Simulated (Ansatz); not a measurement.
Input for Ansatz (an electronic-structure program): R-CCSD(T)/aug-cc-pVDZ on H2 (SMILES [H][H]).

Ansatz 0.2 input:
```yaml
crystal:
  periodic: [false, false, false]
  atoms:
    - {symbol: H, position_ang: [0.17127357, -0.04073139, 0.52810902]}
    - {symbol: H, position_ang: [0.20180037, -0.44200840, -0.09890561]}
basis:
  gaussian:
    orbitals: aug-cc-pVDZ
magnetization: {spin_polarized: false}
correlation: {method: ccsd_t, electrons: outside_noble_gas}
scf: {lower_state_search: off}
```

What total energy does the run end on?

-1.1647 hartree (reference determinant -1.1288, T1 diagnostic 0.005).
